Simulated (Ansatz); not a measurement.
BCl3H3P (`[PH3+][B-](Cl)(Cl)Cl`), relaxed with RKS PBE-D4/def2-SVP in the Gaussian-basis code of Ansatz from a rough embedded geometry. The force threshold is 0.03 eV/Å; the program also tests the step.

Total charge 0; spin multiplicity 1.

Start:

```xyz
8

P    -0.449   -0.873    0.242
B     0.399    0.740   -0.242
Cl    2.196    0.443   -0.280
Cl   -0.102    1.264   -1.932
Cl    0.030    2.102    0.959
H    -0.051   -1.219    1.576
H    -0.183   -1.867   -0.641
H    -1.841   -0.590    0.318
```

Task: By how much does the energy fall, and how many steps does the optimiser take? (Estimate.)

Result: Ansatz gave: 46.94 kJ/mol, in 4 steps.

Task: Which bonds change most? (Estimate.)

Result: The calculation gave: P1–B2 from 1.886 to 2.022 Å; P1–H7 from 1.357 to 1.426 Å; B2–Cl5 from 1.852 to 1.835 Å; B2–Cl3 from 1.821 to 1.834 Å.

Task: Give the relaxed structure. (Best estimate.)

Result: Computed: 
```xyz
8

P    -0.442   -0.782    0.256
B     0.516    0.910   -0.299
Cl    2.286    0.432   -0.267
Cl   -0.156    1.256   -1.971
Cl    0.024    2.118    0.991
H    -0.115   -1.300    1.544
H    -0.247   -1.924   -0.576
H    -1.865   -0.709    0.323
```
